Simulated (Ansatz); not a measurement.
`[CH3][Al]([NH2])[Br]` → `[CH2]` (triplet) + `[NH2][AlH][Br]` at 500 K and 1 bar (formal loss of a carbene).

Program: Ansatz. Geometries: PBE0-D4/def2-TZVP. ΔE: electronic, gas phase. CCSD(T)/CBS is the MP2 limit (def2-TZVPP, def2-QZVPP) plus CCSD(T) − MP2 in def2-TZVPP, frozen cores. This one scheme is used for every species. Triplets are unrestricted, without spin–orbit coupling. For Br outer-core shells are correlated without core-valence functions, which leaves a few kJ/mol of doubt a bond. Scalar relativity is left out up to krypton. Each species was taken in one conformer, which may not be the lowest.

```
               species  CCSD(T)/CBS energy (Eh)  H − E (kJ/mol)  S (J/(mol·K))
`[CH3][Al]([NH2])[Br]`              -2911.22635           209.3          415.6
     `[CH2]` (triplet)                -39.09499            62.7          213.9
      `[NH2][AlH][Br]`              -2871.94728           121.4          348.9
```

H − E and S are ideal-gas, rigid-rotor, harmonic terms from PBE0-D4/def2-TZVP, for one conformer and one mirror image of each species, with the whole ground term of open shells counted as degenerate. 1 Eh = 2625.50 kJ/mol, R = 8.31446 J/(mol·K).

Q: By hand: ΔE, ΔH, ΔS and ΔG.

A: ΔE = (-39.09499) + (-2871.94728) − (-2911.22635) = 0.18408 Eh = 483.3 kJ/mol. Δ(H − E) = 62.7 + 121.4 − 209.3 = -25.2, so ΔH = 458.1 kJ/mol. ΔS = 213.9 + 348.9 − 415.6 = 147.2 J/(mol·K). ΔG = 458.1 − 500 × (147.2)/1000 = 384.5 kJ/mol.

Q: By hand: the equilibrium constant, and the temperature at which ΔG would vanish if ΔH and ΔS stayed fixed.

A: log₁₀ K = −ΔG/(RT ln 10) = -40.2. ΔG = 0 at ΔH/ΔS = 3112 K, far beyond where these terms or the molecules hold.

The number of gas molecules changes by +1, which sets the sign of ΔS. A doubt of 5 kJ/mol in ΔE shifts log₁₀ K by 0.5 here. Other conformers and mirror images would add mixing entropy, several J/(mol·K) or more a flexible species. Modes under 60 cm⁻¹, often nearly free rotors, make the harmonic entropy too high. A triplet takes part, so the spin changes. These are equilibria of isolated gas molecules and say nothing of rates. Largest T1 diagnostic: 0.011 (customary marks: 0.02 for closed shells, 0.045 for open ones).
